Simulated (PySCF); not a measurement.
sulfur atom (S), triplet; PySCF with BLYP/def2-TZVP.

The PySCF input:
```python
from pyscf import gto, scf, dft

mol = gto.M(
    atom='''
S     0.00000000    0.00000000    0.00000000
''',
    basis='def2-tzvp',
    spin=2,
    verbose=5,
)

mf = dft.UKS(mol)
mf.xc = 'blyp'
mf.grids.level = 2
mf.kernel()
```

Output, abridged:

```
PySCF version 2.14.0

[INPUT] verbose = 5
[INPUT] max_memory = 4000
[INPUT] num. atoms = 1
[INPUT] num. electrons = 16
[INPUT] charge = 0
[INPUT] spin (= nelec alpha-beta = 2S) = 2
[INPUT] symmetry False subgroup None
[INPUT] Mole.unit = angstrom
[INPUT] Symbol           X                Y                Z      unit          X                Y                Z       unit  Magmom
[...]
[INPUT] ---------------- BASIS SET ----------------
[INPUT] l, kappa, [nprim/nctr], expnt,             c_1 c_2 ...
[INPUT] S
[...]
                                9102.6106854      0.0042297224557
                                2071.4166009      0.021747824159
                                586.02476821      0.085100053589
                                190.55395021      0.24799128459
                                67.63038426       0.46703640406
                                25.127306905      0.3643458755
[...]
                                34.795554217      0.09360230176
                                6.5115556215      -0.26068001422
[...]
                                1.5477160881      0.66036416584
[...]
                                133.42624379      0.01967793025
                                42.468271189      0.089980008258
                                15.61652758       0.25705880575
                                6.1093988469      0.43515167292
[...]
                                0.812                1
[...]
nuclear repulsion = 0
number of shells = 13
number of NR pGTOs = 63
number of NR cGTOs = 37
basis = def2-tzvp
ecp = {}

******** <class 'pyscf.dft.uks.UKS'> ********
method = UKS
initial guess = minao
damping factor = 0
level_shift factor = 0
DIIS = <class 'pyscf.scf.diis.CDIIS'>
diis_start_cycle = 1
diis_space = 8
diis_damp = 0
SCF conv_tol = 1e-09
SCF conv_tol_grad = None
SCF max_cycles = 50
direct_scf = True
direct_scf_tol = 1e-13
number electrons alpha = 9  beta = 7
XC library pyscf.dft.libxc version 7.1.2
    S. Lehtola, C. Steigemann, M. J. T. Oliveira, and M. A. L. Marques,  SoftwareX 7, 1–5 (2018)
XC functionals = blyp
    A. D. Becke,  Phys. Rev. A 38, 3098 (1988)
    C. Lee, W. Yang, and R. G. Parr,  Phys. Rev. B 37, 785 (1988)
    B. Miehlich, A. Savin, H. Stoll, and H. Preuss,  Chem. Phys. Lett. 157, 200 (1989)
radial grids:
    Treutler-Ahlrichs [JCP 102, 346 (1995); DOI:10.1063/1.469408] (M4) radial grids

becke partition: Becke, JCP 88, 2547 (1988); DOI:10.1063/1.454033
pruning grids: <function nwchem_prune>
grids dens level: 2
symmetrized grids: False
atomic radii adjust function: <function treutler_atomic_radii_adjust>
small_rho_cutoff = 0
Set gradient conv threshold to 3.16228e-05
atom S rad-grids = 65, ang-grids = [ 50  50  50  50  50  50  50  50  50  50  50  50  50  50  50  50  50  50
  50  86  86  86  86  86  86  86  86  86  86  86 266 266 266 266 266 266
 266 302 302 302 302 302 302 302 302 302 302 302 302 302 302 302 266 266
 266 266 266 266 266 266 266 266 266 266 266]
tot_boxes 729, boxes in each direction [7 7 7]
Padding 6 grids
tot grids = 11752
nelec by numeric integration = [7.99890626 7.99890626]
E1 = -549.6285396576827  E2 = 151.56773830424453  Ecoul = 177.1861814203092  Exc = -25.618443116064654
init E= -398.060801353438
cond(S) = 53.18884523246506

  alpha mo_energy =
[-88.11401697  -7.70738778  -5.72942379  -5.72942379  -5.72942379
  -0.62259082  -0.25049128  -0.25049128  -0.25049128   0.24541486
   0.24541486   0.24541486   0.29325202   0.29325202   0.29325202
   0.29325202   0.29325202   0.34652682   1.33895526   1.33895526
   1.33895526   1.33895526   1.33895526   1.56467825   1.56467825
   1.56467825   1.56467825   1.56467825   1.56467825   1.56467825
   1.68873755   1.68873755   1.68873755   8.57375197   8.57375197
   8.57375197  17.21619385]
  beta  mo_energy =
[-88.11401697  -7.70738778  -5.72942379  -5.72942379  -5.72942379
  -0.62259082  -0.25049128  -0.25049128  -0.25049128   0.24541486
   0.24541486   0.24541486   0.29325202   0.29325202   0.29325202
   0.29325202   0.29325202   0.34652682   1.33895526   1.33895526
   1.33895526   1.33895526   1.33895526   1.56467825   1.56467825
   1.56467825   1.56467825   1.56467825   1.56467825   1.56467825
   1.68873755   1.68873755   1.68873755   8.57375197   8.57375197
   8.57375197  17.21619385]
multiplicity <S^2> = 2  2S+1 = 3
nelec by numeric integration = [9. 7.]
E1 = -549.3498434445559  E2 = 151.2374250591647  Ecoul = 176.84067950966895  Exc = -25.60325445050425
cycle= 1 E= -398.112418385391  delta_E= -0.0516  |g|= 0.0895  |ddm|= 0.644
  alpha mo_energy =
[-88.19192833  -7.73314074  -5.76927872  -5.76927872  -5.74765954
  -0.64973878  -0.28937864  -0.28937864  -0.24352995   0.22963743
   0.22963743   0.25012618   0.25012618   0.25096753   0.28257336
   0.28257336   0.29430131   0.33169827   1.30247395   1.30247395
   1.33194897   1.33194897   1.34261915   1.51027613   1.51027613
   1.53925701   1.53925701   1.55660244   1.55660244   1.56285969
   1.65597894   1.65597894   1.69596308   8.53561663   8.53561663
   8.56824213  17.19355387]
  beta  mo_energy =
[-88.18243162  -7.72428224  -5.75342224  -5.75342224  -5.74229473
  -0.58339781  -0.21788376  -0.21470329  -0.21470298   0.26034118
   0.26222541   0.26222888   0.32520339   0.32520348   0.33054492
   0.33054524   0.33192399   0.36699904   1.36365192   1.36365222
   1.3644464    1.36444648   1.36964735   1.60350313   1.60350328
   1.60743475   1.60778473   1.60778487   1.61210652   1.61210666
   1.71182573   1.71182683   1.71427799   8.57329547   8.57329563
   8.58040677  17.21354324]
multiplicity <S^2> = 2.002314  2S+1 = 3.0015423
nelec by numeric integration = [9. 7.]
E1 = -549.6465159000832  E2 = 151.53049412851604  Ecoul = 177.1678760347976  Exc = -25.637381906281547
cycle= 2 E= -398.116021771567  delta_E= -0.0036  |g|= 0.0265  |ddm|= 0.101
  alpha mo_energy =
[-88.15499167  -7.71458692  -5.74830176  -5.74830176  -5.72906211
  -0.64483068  -0.28453867  -0.28453867  -0.24054223   0.23292048
[...]
[-88.15411759  -7.71129912  -5.73791872  -5.73791872  -5.72968503
  -0.57869535  -0.21982372  -0.20831634  -0.20831596   0.25894701
   0.2652181    0.26522222   0.32603605   0.32603616   0.33077828
   0.33735258   0.337353     0.36936863   1.36703608   1.36703618
   1.37024882   1.37193885   1.37193926   1.6064746    1.60697034
   1.6069705    1.60798603   1.60798618   1.62082692   1.62082709
   1.71381023   1.71892273   1.71892404   8.58629451   8.58629471
   8.58761591  17.22431368]
multiplicity <S^2> = 2.0029537  2S+1 = 3.0019685
nelec by numeric integration = [9. 7.]
E1 = -549.55719043631  E2 = 151.4410356295968  Ecoul = 177.06967941611765  Exc = -25.62864378652087
cycle= 4 E= -398.116154806713  delta_E= -1.2e-05  |g|= 0.00199  |ddm|= 0.00846
  alpha mo_energy =
[-88.16205231  -7.71852724  -5.75245213  -5.75245213  -5.73351455
  -0.64608691  -0.28568366  -0.28568366  -0.24099959   0.23263077
   0.23263077   0.25205351   0.25357372   0.25357372   0.28506496
   0.28506496   0.29664161   0.33506348   1.30803741   1.30803741
   1.33590845   1.33590845   1.34600421   1.51325749   1.51325749
   1.54179489   1.54179489   1.55894743   1.55894744   1.56512763
   1.66102693   1.66102694   1.69931875   8.54814613   8.54814613
   8.57816282  17.20545209]
  beta  mo_energy =
[-88.15180957  -7.70934697  -5.73595511  -5.73595511  -5.72763716
  -0.57765387  -0.21901859  -0.20748328  -0.2074829    0.25938722
   0.26564422   0.26564831   0.32675503   0.32675514   0.33147717
   0.33808096   0.33808139   0.36998638   1.36813704   1.36813714
   1.37133939   1.37302388   1.3730243    1.60725023   1.60779706
   1.60779723   1.60878331   1.60878346   1.62167509   1.62167526
   1.71480158   1.71990727   1.71990856   8.58796857   8.58796876
   8.58933034  17.22604752]
multiplicity <S^2> = 2.0029895  2S+1 = 3.0019923
nelec by numeric integration = [9. 7.]
E1 = -549.5361990189954  E2 = 151.42004232752913  Ecoul = 177.04693359245175  Exc = -25.626891264922623
cycle= 5 E= -398.116156691466  delta_E= -1.88e-06  |g|= 0.000293  |ddm|= 0.00316
  alpha mo_energy =
[-88.16231898  -7.71880083  -5.75272581  -5.75272581  -5.73378329
  -0.64623145  -0.28581407  -0.28581406  -0.24109833   0.23256242
   0.23256242   0.2519983    0.25345553   0.25345553   0.28496503
   0.28496503   0.29655595   0.33496811   1.30786748   1.30786748
   1.33575449   1.33575449   1.34586097   1.51312882   1.51312882
   1.54168032   1.54168032   1.55884804   1.55884804   1.56503456
   1.66087967   1.66087967   1.69919621   8.5479083    8.5479083
   8.57794152  17.2052082 ]
  beta  mo_energy =
[-88.15207989  -7.70962201  -5.73623268  -5.73623268  -5.72790795
  -0.57780799  -0.21914026  -0.20760664  -0.20760626   0.25933122
   0.26557959   0.26558368   0.32664765   0.32664776   0.3313667
   0.33796905   0.33796948   0.36989567   1.36797823   1.36797833
   1.37117909   1.37285839   1.3728588    1.60712316   1.60767437
   1.60767454   1.60865748   1.60865763   1.62154888   1.62154905
   1.71466013   1.71975876   1.71976005   8.58773069   8.58773088
   8.58909666  17.22580144]
multiplicity <S^2> = 2.0029899  2S+1 = 3.0019926
nelec by numeric integration = [9. 7.]
E1 = -549.5392542919728  E2 = 151.42309754821554  Ecoul = 177.05023702148486  Exc = -25.627139473269317
cycle= 6 E= -398.116156743757  delta_E= -5.23e-08  |g|= 1.32e-05  |ddm|= 0.000472
  alpha mo_energy =
[-88.16231322  -7.71879378  -5.7527186   -5.7527186   -5.73377637
  -0.64622715  -0.28581133  -0.28581133  -0.24109477   0.23256251
   0.23256252   0.25199767   0.25345773   0.25345773   0.28496678
   0.28496678   0.29655937   0.334968     1.30787043   1.30787043
   1.33575754   1.33575754   1.34586495   1.51313192   1.51313192
   1.54168315   1.54168315   1.55885228   1.55885228   1.56503945
   1.66088243   1.66088243   1.6991997    8.5479143    8.5479143
   8.5779479   17.2052144 ]
  beta  mo_energy =
[-88.15207518  -7.70961526  -5.73622589  -5.73622589  -5.72790245
  -0.57780835  -0.21914381  -0.20760529  -0.20760491   0.25933132
   0.26558077   0.26558485   0.32664651   0.32664662   0.3313637
   0.33797059   0.33797101   0.3698968    1.36797938   1.36797948
   1.3711787    1.37286237   1.37286278   1.60711876   1.60767349
   1.60767366   1.60865403   1.60865418   1.62155093   1.6215511
   1.7146586    1.71976157   1.71976286   8.58773604   8.58773624
   8.58909859  17.22580662]
multiplicity <S^2> = 2.0029899  2S+1 = 3.0019926
nelec by numeric integration = [9. 7.]
E1 = -549.5391716173552  E2 = 151.42301487344815  Ecoul = 177.05014803833143  Exc = -25.62713316488327
cycle= 7 E= -398.116156743907  delta_E= -1.5e-10  |g|= 1.35e-06  |ddm|= 2.55e-05
  alpha mo_energy =
[-88.16231178  -7.71879252  -5.75271737  -5.75271737  -5.73377495
  -0.64622624  -0.28581069  -0.28581068  -0.2410939    0.23256288
   0.23256288   0.25199807   0.25345823   0.25345823   0.2849674
   0.2849674    0.29656005   0.33496847   1.3078712    1.3078712
   1.33575852   1.33575852   1.34586601   1.51313244   1.51313244
   1.54168382   1.54168382   1.55885302   1.55885303   1.56504022
   1.66088316   1.66088316   1.69920067   8.54791539   8.54791539
   8.57794926  17.20521557]
  beta  mo_energy =
[-88.15207391  -7.70961415  -5.73622479  -5.73622479  -5.72790134
  -0.57780774  -0.21914327  -0.20760469  -0.20760431   0.2593317
   0.26558113   0.26558522   0.32664709   0.3266472    0.33136433
   0.33797119   0.33797161   0.36989732   1.36798      1.3679801
   1.37117935   1.37286307   1.37286349   1.60711937   1.60767408
   1.60767424   1.60865467   1.60865482   1.62155161   1.62155178
   1.7146592    1.71976225   1.71976354   8.587737     8.5877372
   8.58909951  17.22580763]
multiplicity <S^2> = 2.0029898  2S+1 = 3.0019926
nelec by numeric integration = [9. 7.]
E1 = -549.539155743431  E2 = 151.42299899952152  Ecoul = 177.05013086393566  Exc = -25.62713186441414
Extra cycle  E= -398.11615674391  delta_E= -2.44e-12  |g|= 9.94e-07  |ddm|= 5.04e-06
converged SCF energy = -398.11615674391  <S^2> = 2.0029898  2S+1 = 3.0019926
```
